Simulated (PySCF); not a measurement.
SrCl, SMILES [Cl][Sr], multiplicity 2. Geometry: B3LYP-D3(BJ)/def2-TZVPD. The multiplicity is an assumed one; other spin states were not compared. The def2 effective core potentials stand for the cores of Sr; spin–orbit coupling is left out.

Problem. Give the equilibrium geometry at B3LYP-D3(BJ)/def2-TZVPD (PySCF confirms it by a frequency run) as a Z-matrix, and its point group. (Estimate from the structure and the level; the computed values follow.)

Solution. point group C∞v.
```
Sr
Cl 1 2.6036
```
Charge 0, spin multiplicity 2.
